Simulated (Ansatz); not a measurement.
C₂H₉BOSi, SMILES `CCBO[SiH3]`, 14 atoms. Total charge 0; spin multiplicity 1. All runs use 4 threads of a server CPU on a shared host. Correlated methods freeze the cores.

Give the basis size and wall time and peak host memory of each of these runs in Ansatz. RKS B3LYP-D4/def2-TZVPP energy and forces; RKS ωB97M-V/def2-SVP energy; RKS PBE0-D4/def2-QZVPP energy; RKS ωB97M-V/def2-QZVPP energy; RKS PBE0-D4/def2-SVP energy; RKS PBE0-D4/def2-TZVP frequencies; RKS PBE0-D4/def2-TZVP relaxation (19 steps); direct RPA on PBE orbitals/def2-TZVPP energy; RHF-CCSD(T)/def2-SVP energy; RKS revPBE-D4/def2-TZVPP energy; RHF-CCSD(T)/def2-TZVPP energy; RHF-MP2/def2-QZVPP energy. (Estimate.)

Ansatz gave: Other jobs shared the machine, so times are rough.

```
                                level                    job  functions  wall time  peak host memory (GiB)
                 RKS PBE0-D4/def2-SVP                 energy        119      1.3 s                    0.26
             RKS revPBE-D4/def2-TZVPP                 energy        292      2.6 s                    0.38
                 RKS ωB97M-V/def2-SVP                 energy        119        6 s                    0.37
              RKS B3LYP-D4/def2-TZVPP      energy and forces        292        6 s                    0.87
direct RPA on PBE orbitals/def2-TZVPP                 energy        292        8 s                    0.76
                 RHF-CCSD(T)/def2-SVP                 energy        119        9 s                    0.66
               RKS PBE0-D4/def2-QZVPP                 energy        568       12 s                     2.1
               RKS ωB97M-V/def2-QZVPP                 energy        568       27 s                     2.6
                   RHF-MP2/def2-QZVPP                 energy        568       43 s                     4.2
                RKS PBE0-D4/def2-TZVP  relaxation (19 steps)        215       74 s                    0.58
                RKS PBE0-D4/def2-TZVP            frequencies        215      4 min                    0.57
               RHF-CCSD(T)/def2-TZVPP                 energy        292    5.4 min                     9.1
```

B3LYP here is the variant with VWN-RPA as its local correlation; programs differ in this.
